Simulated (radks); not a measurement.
The vanadium ion V+, 22 electrons, occupied as [Ar] 3d4. Method: scalar-relativistic Kohn-Sham, LDA (Slater exchange, Perdew-Wang correlation), spin-polarised, spherical densities, finite nucleus; open shells are filled with parallel spins first; Fermi nuclear charge, rms radius 3.6002 fm; computed with a radial shooting solver on a logarithmic mesh with Libxc functionals.

Normalised radial functions P(r) = r R(r), r in bohr:

| r | 3s up | 3p down | 3d up |
|---|---|---|---|
| 0.004705 | 0.1045 | 0.0030 | 0.0000 |
| 0.006078 | 0.1302 | 0.0049 | 0.0000 |
| 0.007851 | 0.1606 | 0.0080 | 0.0000 |
| 0.01006 | 0.1942 | 0.0126 | 0.0001 |
| 0.013 | 0.2324 | 0.0202 | 0.0002 |
| 0.01679 | 0.2716 | 0.0321 | 0.0003 |
| 0.02169 | 0.3073 | 0.0503 | 0.0007 |
| 0.02801 | 0.3321 | 0.0778 | 0.0014 |
| 0.03618 | 0.3354 | 0.1177 | 0.0028 |
| 0.04674 | 0.3033 | 0.1736 | 0.0055 |
| 0.06038 | 0.2214 | 0.2475 | 0.0108 |
| 0.07799 | 0.0799 | 0.3375 | 0.0206 |
| 0.1007 | -0.1176 | 0.4338 | 0.0382 |
| 0.1291 | -0.3354 | 0.5126 | 0.0672 |
| 0.1668 | -0.5279 | 0.5442 | 0.1155 |
| 0.2154 | -0.6003 | 0.4806 | 0.1888 |
| 0.2783 | -0.4685 | 0.2841 | 0.2911 |
| 0.3595 | -0.1050 | -0.0489 | 0.4197 |
| 0.4643 | 0.4094 | -0.4611 | 0.5607 |
| 0.5998 | 0.8884 | -0.8350 | 0.6873 |
| 0.7748 | 1.1287 | -1.0391 | 0.7671 |
| 1.001 | 1.0476 | -1.0066 | 0.7779 |
| 1.293 | 0.7428 | -0.7836 | 0.7208 |
| 1.67 | 0.4019 | -0.4911 | 0.6138 |
| 2.14 | 0.1664 | -0.2493 | 0.4832 |
| 2.765 | 0.0471 | -0.0944 | 0.3401 |
| 3.571 | 0.0085 | -0.0255 | 0.2077 |
| 4.613 | 0.0009 | -0.0045 | 0.1045 |
| 5.959 | 0.0000 | -0.0004 | 0.0406 |

3s up: eigenvalue -73.718 eV, 2 radial nodes at r = 0.0872, 0.380 bohr, <r> = 0.957 bohr, 90 % of the charge inside 1.44 bohr. 3p down: eigenvalue -44.841 eV, 1 radial node at r = 0.348 bohr, <r> = 1.03 bohr, 90 % of the charge inside 1.60 bohr. 3d up: eigenvalue -10.051 eV, 0 radial nodes, <r> = 1.51 bohr, 90 % of the charge inside 2.70 bohr.
